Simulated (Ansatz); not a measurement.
C2H7AlO2 can be A, `CO[CH2][AlH][OH]`, or B, `C[CH2][Al]([OH])[OH]`.

Calculated with Ansatz (gas phase, PBE0-D4/def2-TZVP geometries, no zero-point term in ΔE). CCSD(T)/CBS is the MP2 limit (def2-TZVPP, def2-QZVPP) plus CCSD(T) − MP2 in def2-TZVPP, frozen cores. Functionals use def2-TZVPP. B3LYP here is the variant with VWN-RPA as its local correlation; programs differ in this. One conformer a species, not always the lowest.

**Question.** Which isomer does CCSD(T)/CBS put lower? Give the gap. (Estimate.)

**Answer.** Computed: B, by 290.4 kJ/mol.

**Question.** Give E(B) − E(A) in kJ/mol with B3LYP, B2PLYP, MP2/def2-TZVPP, HF/def2-TZVPP, CCSD/def2-TZVPP, r2SCAN-D4, BLYP-D4. (An estimate is asked.)

**Answer.** Computed: B3LYP -277.4, B2PLYP -285.4, MP2/def2-TZVPP -299.5, HF/def2-TZVPP -280.2, CCSD/def2-TZVPP -286.9, r2SCAN-D4 -282.8, BLYP-D4 -268.5. None reverses the order clearly.

**Question.** Does the order hold for the free energy at 298.15 K (harmonic terms from PBE0-D4)? (Best estimate.)

**Answer.** The calculation gave: Yes: G(B) − G(A) = -286.6 kJ/mol, for one conformer each. Modes under 60 cm⁻¹, often nearly free rotors, make the harmonic entropy too high.

Largest T1 diagnostic: 0.012.

From BLYP to BHLYP (50 % exact exchange), in def2-TZVPP and without D4, E(B) − E(A) moves by −12.3 kJ/mol. At CCSD(T), def2-SVP lies +24.4 kJ/mol from the extrapolated value and def2-TZVPP +5.2 kJ/mol.
